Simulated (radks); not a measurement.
Fractional charge and spin in the 5p shell of praseodymium: the spin-up occupation runs from 2 to 3 and the spin-down occupation from 2 to 3; the fullest corner is Pr+, [Kr] 4d10 4f(up 1.5, down 1.5) 5s2 6s(up 0.5, down 0.5) 5p(up 3, down 3). All-electron calculation, scalar-relativistic Kohn-Sham, r2SCAN, spin-polarised, spherical densities, finite nucleus; meta-GGA in the generalised Kohn-Sham scheme; Fermi nuclear charge, rms radius of each element as measured or else 0.836 A^(1/3) + 0.57 fm. Program: a radial shooting solver on a logarithmic mesh with Libxc functionals. Energy (eV) minus the two flat planes that join the four corners (they meet along the diagonal where the two added fractions sum to one electron); zero is where a piecewise linear energy would lie.

down \ up       2     2.5       3
2           0.000  -1.378   0.000
2.5        -1.378   0.298  -1.262
3           0.000  -1.262   0.000

Corners above the fullest one (they belong to Pr2+ and the next ion): (up 3, down 2) 33.060 eV, (up 2, down 3) 33.060 eV, (up 2, down 2) 77.891 eV. With half an added electron in each spin the energy lies 0.298 eV from the planes, and with half an added electron in spin up alone -1.378 eV. The planes are only a guide here: the flat-plane condition holds for ground states with one frontier orbital, while this shell lies below other occupied shells, so the corners above the fullest one are inner-hole states and not the ground states of those ions.
